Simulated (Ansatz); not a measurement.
Consider the formal exchange of groups at the Al–Al bond: `[SiH3][AlH][Al]1[CH2][CH2]1` + `C=N` → `N=[CH][Al]1[CH2][CH2]1` + `[AlH2][SiH3]`.

Calculated with Ansatz (gas phase, PBE0-D4/def2-TZVP geometries, no zero-point term in ΔE). CCSD(T)/CBS is the MP2 limit (def2-TZVPP, def2-QZVPP) plus CCSD(T) − MP2 in def2-TZVPP, frozen cores. This one scheme is used for every species. DFT in def2-TZVPP. HSE06 is defined as in plane-wave codes. One conformer a species, not always the lowest.

```json
{"level": "BLYP-D4", "ΔE (kJ/mol)": "56.7", "difference from CCSD(T)/CBS": "1.9"}
{"level": "B97M-V", "ΔE (kJ/mol)": "54.1", "difference from CCSD(T)/CBS": "-0.7"}
{"level": "r2SCAN0-D4", "ΔE (kJ/mol)": "62.1", "difference from CCSD(T)/CBS": "7.3"}
{"level": "r2SCANh", "ΔE (kJ/mol)": "64.3", "difference from CCSD(T)/CBS": "9.5"}
{"level": "HSE06", "ΔE (kJ/mol)": "68.6", "difference from CCSD(T)/CBS": "13.8"}
{"level": "HF/def2-SVP", "ΔE (kJ/mol)": "45.9", "difference from CCSD(T)/CBS": "-8.9"}
{"level": "CCSD(T)/def2-SVP", "ΔE (kJ/mol)": "58.2", "difference from CCSD(T)/CBS": "3.4"}
{"level": "HF/def2-TZVPP", "ΔE (kJ/mol)": "44.5", "difference from CCSD(T)/CBS": "-10.3"}
{"level": "HF/def2-QZVPP", "ΔE (kJ/mol)": "43.8", "difference from CCSD(T)/CBS": "-11.0"}
{"level": "CCSD/CBS(def2)", "ΔE (kJ/mol)": "51.8", "difference from CCSD(T)/CBS": "-3.0"}
{"level": "CCSD(T)/CBS", "ΔE (kJ/mol)": "54.8", "difference from CCSD(T)/CBS": "0"}
```

Largest T1 diagnostic among the species: 0.017.

From PBE to PBE0 (25 % exact exchange), in def2-TZVPP and without D4, ΔE moves by −5.5 kJ/mol. In def2-TZVPP, CCSD(T) changes the Hartree–Fock value by +12.7 kJ/mol (the triples alone add +3.0 kJ/mol) and MP2 by +5.6 kJ/mol.
